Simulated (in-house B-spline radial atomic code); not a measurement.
Inner levels of lead as electrons are removed. A shift is the extra binding of the orbital against the neutral atom ([Xe] 4f14 5d10 6s2 6p2). Computed with a B-spline radial code for spherical atoms: non-relativistic Hartree-Fock, average of the configuration, point nuclei.

This level leaves out relativity, spin-orbit splitting included, which matters for heavy ions.

```
  ion           configuration  shift of 4s (eV)  shift of 4p (eV)  shift of 5s (eV)  radius of 4s (bohr)  radius of 4p (bohr)  radius of 5s (bohr)  Σ<r²> (bohr²)  change of density at nucleus (bohr⁻³)
   Pb  [Xe] 4f14 5d10 6s2 6p2                 0                 0                 0              0.42482               0.4279              0.95547         79.862                                      -
  Pb+  [Xe] 4f14 5d10 6s2 6p1            7.4861            7.4748            7.4779              0.42481               0.4279              0.95537         61.832                                  4.735
 Pb2+      [Xe] 4f14 5d10 6s2            16.252            16.226            16.206               0.4248              0.42791              0.95522         49.189                                 10.282
 Pb3+      [Xe] 4f14 5d10 6s1            27.068            27.087            26.874              0.42483               0.4279              0.95613         41.167                                -13.311
 Pb4+          [Xe] 4f14 5d10            38.707            38.784            38.301              0.42485              0.42788              0.95627         34.415                                 -43.69
 Pb5+           [Xe] 4f14 5d9            57.689            57.754            55.979              0.42481              0.42782              0.95048         31.645                                -36.396
 Pb6+           [Xe] 4f14 5d8                 ?                 ?                 ?                    ?                    ?                    ?              ?                                      ?
 Pb7+           [Xe] 4f14 5d7                 ?                 ?                 ?                    ?                    ?                    ?              ?                                      ?
 Pb8+           [Xe] 4f14 5d6                 ?                 ?                 ?                    ?                    ?                    ?              ?                                      ?
 Pb9+           [Xe] 4f14 5d5            142.94            142.93            133.48              0.42448              0.42742              0.92479         22.939                                  2.455
Pb10+           [Xe] 4f14 5d4            166.32            166.28            154.31              0.42436              0.42728              0.91805         21.167                                 14.394
Pb11+           [Xe] 4f14 5d3            190.45            190.39            175.66              0.42422               0.4271              0.91128         19.512                                 27.177
Pb12+           [Xe] 4f14 5d2            215.31            215.22             197.5              0.42406              0.42691               0.9045          17.96                                 40.802
Pb13+           [Xe] 4f14 5d1            240.87            240.74            219.81              0.42389               0.4267              0.89773         16.499                                 55.216
```

Problem. Fill in the row of Pb6+.

Solution. shift of 4s (eV): 77.667; shift of 4p (eV): 77.717; shift of 5s (eV): 74.396; radius of 4s (bohr): 0.42475; radius of 4p (bohr): 0.42775; radius of 5s (bohr): 0.94435; Σ<r²> (bohr²): 29.163; change of density at nucleus (bohr⁻³): -28.084.

Problem. Fill in the row of Pb7+.

Solution. shift of 4s (eV): 98.57; shift of 4p (eV): 98.603; shift of 5s (eV): 93.485; radius of 4s (bohr): 0.42467; radius of 4p (bohr): 0.42766; radius of 5s (bohr): 0.93799; Σ<r²> (bohr²): 26.91; change of density at nucleus (bohr⁻³): -18.826.

Problem. Fill in the row of Pb8+.

Solution. shift of 4s (eV): 120.34; shift of 4p (eV): 120.35; shift of 5s (eV): 113.19; radius of 4s (bohr): 0.42459; radius of 4p (bohr): 0.42755; radius of 5s (bohr): 0.93145; Σ<r²> (bohr²): 24.846; change of density at nucleus (bohr⁻³): -8.623.
